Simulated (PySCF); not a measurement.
methyl(silylsulfanyl)silane (CH8SSi2), SMILES C[SiH2]S[SiH3].

Coordinates come from a B3LYP-D3(BJ)/def2-SVP optimisation. Other conformers were not sampled.

The numbers are results of PySCF with TDA-M06-2X/def2-SVPD, not measurements.

Vertical excitations. Gas-phase values at a fixed geometry.

| state | energy (eV) | λ (nm) | f | main pairs |
|---|---|---|---|---|
| S1 | 5.98 | 207 | 0.023 | HOMO→LUMO 93 % |
| S2 | 6.32 | 196 | 0.005 | HOMO→LUMO+2 76 % |
| S3 | 6.48 | 191 | 0.004 | HOMO→LUMO+1 52 %, HOMO→LUMO+3 31 % |
| S4 | 7.01 | 177 | 0.031 | HOMO→LUMO+3 32 %, HOMO→LUMO+1 32 %, HOMO→LUMO+4 22 % |
| S5 | 7.32 | 169 | 0.009 | HOMO→LUMO+4 27 %, HOMO→LUMO+3 21 %, HOMO−1→LUMO 12 %, HOMO→LUMO+6 11 % |
| S6 | 7.40 | 167 | 0.080 | HOMO−1→LUMO 71 %, HOMO→LUMO+4 12 % |
| S7 | 7.72 | 161 | 0.006 | HOMO→LUMO+6 55 %, HOMO→LUMO+4 19 % |
| S8 | 7.80 | 159 | 0.002 | HOMO→LUMO+5 53 %, HOMO→LUMO+7 18 % |
| S9 | 7.88 | 157 | 0.012 | HOMO−1→LUMO+1 43 %, HOMO−1→LUMO+2 13 %, HOMO→LUMO+7 11 %, HOMO−2→LUMO 8 % |
| S10 | 7.94 | 156 | 0.018 | HOMO−2→LUMO 28 %, HOMO→LUMO+7 25 %, HOMO−1→LUMO+2 12 %, HOMO→LUMO+5 8 % |
| T1 | 5.63 | 220 | 0 | HOMO→LUMO 90 % |
| T2 | 6.10 | 203 | 0 | HOMO→LUMO+2 70 %, HOMO→LUMO+8 11 % |
| T3 | 6.36 | 195 | 0 | HOMO→LUMO+1 53 %, HOMO→LUMO+3 31 % |
| T4 | 6.71 | 185 | 0 | HOMO→LUMO+4 32 %, HOMO→LUMO+3 22 %, HOMO→LUMO+1 16 %, HOMO→LUMO+6 10 % |
Triplets are in the Tamm–Dancoff approximation.
